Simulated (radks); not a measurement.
Problem. The mean radii <r> (bohr) of the occupied orbitals of an atom or ion are listed with their occupations. Method: Dirac Kohn-Sham, BLYP, spin-unpolarised, spherical densities, finite nucleus; Fermi nuclear charge, rms radius of each element as measured or else 0.836 A^(1/3) + 0.57 fm; computed with a radial shooting solver on a logarithmic mesh with Libxc functionals.

orbital      occ.      <r>
1s1/2           2  0.02781
2s1/2           2   0.1194
2p1/2           2   0.1008
2p3/2           4   0.1064
3s1/2           2   0.3219
3p1/2           2   0.3123
3p3/2           4   0.3237
3d3/2           4   0.2947
3d5/2           6   0.2983
4s1/2           2   0.7644
4p1/2           2   0.8012
4p3/2           4   0.8299
4d3/2           4   0.9622
4d5/2           6   0.9742
5s1/2           2    1.983
5p1/2    0.666667    2.315
5p3/2     1.33333    2.403
6p1/2    0.333333    6.013
6p3/2    0.666667    6.174

Name the element and its charge. Open shells, if any, are shared by 2j + 1.

Solution. Z = 52, tellurium, charge +1: Te+ in [Kr] 4d10 5s2 5p2 6p1. The 1s radius gives Z: for a bare nucleus <r> = (2 gamma + 1)/(2Z) with gamma = sqrt(1 - (Z/c)^2), 0.02741 bohr for Z = 52, and screening makes it slightly larger (0.02781 here). The occupations add up to 51, and the charge is Z minus that.
